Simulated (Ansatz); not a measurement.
Mulliken charges of CH₂FNOSi, SMILES `O=C1N[SiH]1F` from PBE/def2-TZVPP in Ansatz (PBE0-D4/def2-TZVP geometry).

| atom | x (Å) | y (Å) | z (Å) | charge (e) |
| --- | --- | --- | --- | --- |
| O1 | 0.142 | -1.847 | 1.343 | -0.229 |
| C2 | 0.100 | -0.903 | 0.617 | 0.105 |
| N3 | -0.300 | 0.412 | 0.736 | -0.207 |
| Si4 | 0.235 | 0.181 | -0.876 | 0.496 |
| F5 | -0.848 | 0.243 | -2.033 | -0.255 |
| H6 | -0.668 | 0.906 | 1.541 | 0.151 |
| H7 | 1.401 | 0.939 | -1.374 | -0.062 |

Task: By hand: the dipole of these point charges (1 e Å = 4.8032 D).

Result: Σ q r = (0.185, 0.349, 0.007) e Å, of length 0.395 e Å = 1.90 D.

Task: How does the dipole of the full density compare? (Best estimate.)

Result: Computed: (0.056, 0.628, -0.086) e Å, 3.06 D; the point charges give 0.62 times that, at 24° from its direction.

Point charges leave out the atoms' own dipoles, such as those of lone pairs, and Mulliken's split depends on the basis, so the two needn't agree.
